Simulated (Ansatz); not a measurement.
Input file for Ansatz (a first-principles code): U-BLYP/def2-TZVPP on Cl3Si (SMILES Cl[Si](Cl)Cl).

Ansatz 0.2 input:
```yaml
crystal:
  periodic: [false, false, false]
  atoms:
    - {symbol: Si, position_ang: [-0.00212707, -0.01170748, 0.51674663]}
    - {symbol: Cl, position_ang: [-1.43654116, -1.29798013, -0.20770651]}
    - {symbol: Cl, position_ang: [-0.40846037, 1.89933204, -0.13108051]}
    - {symbol: Cl, position_ang: [1.84722860, -0.58974443, -0.17795961]}
basis:
  gaussian:
    orbitals: def2-TZVPP
hamiltonian:
  xc: {name: BLYP}
magnetization: {spin_polarized: true, initial_magnetization: 1}
```

Question: Give the final energy of this run.

Answer: -1670.2452 hartree.
